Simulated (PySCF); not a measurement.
**Mayer bond orders and bond lengths**

Compound: C4H10OSi.
Atom-mapped SMILES: `[CH3:1][O:2][C@H:3]1[CH2:4][CH2:5][SiH2:6]1` (hydrogens: H7, H8, H9 on C1; H10 on C3; H11, H12 on C4; H13, H14 on C5; H15, H16 on Si6)

Cartesian coordinates in Å at the GFN2-xTB level; atoms count from 1:
```
atom  x, y, z in Å
C1     2.4384    0.0224    0.2654
O2     1.2677   -0.6700    0.5809
C3     0.2065   -0.3829   -0.3131
C4    -1.0799   -1.1241    0.0899
C5    -2.0970    0.0310   -0.0049
Si6   -0.6945    1.3211   -0.1456
H7     2.8159   -0.2626   -0.7264
H8     3.1766   -0.2371    1.0223
H9     2.2688    1.1092    0.2701
H10    0.5221   -0.6364   -1.3369
H11   -1.3144   -1.9774   -0.5454
H12   -0.9696   -1.4770    1.1136
H13   -2.7674    0.0941    0.8490
H14   -2.7158   -0.0495   -0.8971
H15   -0.3879    2.0495    1.0832
H16   -0.6773    2.1987   -1.3166
```

Bond orders from the PBE0/pcSseg-1 density (PySCF). Isolated species at its GFN2-xTB geometry (one conformer only).

(1) Where do the orders between heavy atoms depart from those drawn in the SMILES?

(2) Set the Mayer orders of the bonds beside their lengths.

Answers

(1) The largest departure is 0.116, at O2–C3 (drawn single, 0.884) and Si6–C3 (drawn single, 0.886).

(2) 
```tsv
bond	drawn as	length (Å)	Mayer order
C1–O2	single	1.396	0.945
O2–C3	single	1.417	0.884
C3–C4	single	1.538	0.989
C4–C5	single	1.542	1.003
C5–Si6	single	1.911	0.951
Si6–C3	single	1.935	0.886
C1–H7	single	1.099	0.959
C1–H8	single	1.089	0.974
C1–H9	single	1.100	0.948
C3–H10	single	1.101	0.922
C4–H11	single	1.089	0.956
C4–H12	single	1.088	0.946
C5–H13	single	1.087	0.956
C5–H14	single	1.089	0.946
Si6–H15	single	1.461	0.942
Si6–H16	single	1.463	0.926
```

Bonds between the same two heavy elements. C–O: lowest O2–C3 (0.884, 1.417 Å), highest C1–O2 (0.945, 1.396 Å). C–C: all 2 within 0.02 of one another (0.989 to 1.003). C–Si: lowest Si6–C3 (0.886, 1.935 Å), highest C5–Si6 (0.951, 1.911 Å).

Question: Sum the orders of all bonds at each heavy atom with more than one neighbour and set the sums beside the valence in the SMILES.

Answer: C1 3.826 (drawn 4), O2 1.829 (drawn 2), C3 3.681 (drawn 4), C4 3.894 (drawn 4), C5 3.856 (drawn 4), Si6 3.705 (drawn 4). Orders between atoms that aren't bonded are not in these sums.

The Mayer order sums products of elements of PS (density times overlap matrix) between the two atoms' basis functions, so it depends on the basis set.

The run behind these numbers computed NMR shieldings as well. The run took 9.0 s on one thread, AMD EPYC 9R45 (x86_64), shared host with 96 logical CPUs at a one-minute load of 17, and the process peaked at 0.73 GiB of memory.
